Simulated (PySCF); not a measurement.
B3LYP on Ti⁻ (titanium, charge -1), [Ar] 3d3 4s2, high-spin 4F determinant. Computed with PySCF 2.14 in def2-TZVPPD (6s6p4d2f1g, 67 functions), with no relativity, point nucleus.

```
cycle= 1 E= -849.379808319427  delta_E= -0.0133  |g|= 0.0401  |ddm|= 0.609
cycle= 2 E= -849.378928678141  delta_E= 0.00088  |g|= 0.0626  |ddm|= 0.246
cycle= 3 E= -849.380671758469  delta_E= -0.00174  |g|= 0.00911  |ddm|= 0.0845
cycle= 4 E= -849.380706976547  delta_E= -3.52e-05  |g|= 0.00104  |ddm|= 0.029
cycle= 5 E= -849.380707618779  delta_E= -6.42e-07  |g|= 0.000247  |ddm|= 0.00384
cycle= 6 E= -849.380707663571  delta_E= -4.48e-08  |g|= 8.31e-06  |ddm|= 0.000684
cycle= 7 E= -849.380707663892  delta_E= -3.21e-10  |g|= 1.83e-06  |ddm|= 0.000186
converged SCF energy = -849.380707663892  <S^2> = 3.7572796  2S+1 = 4.0036382
```

Highest occupied orbital energy: 1.774 eV; ⟨L²⟩ = 12.01; populations by l: s 8.00, p 12.00, d 3.00, f 0.00.

(1) Can this result be used?

## Answers

(1) With care. The run converged. At B3LYP the highest occupied level has a positive energy, so only the finite basis holds that electron; in a semilocal or global hybrid functional this comes from self-interaction and does not mean that the real anion is unbound.
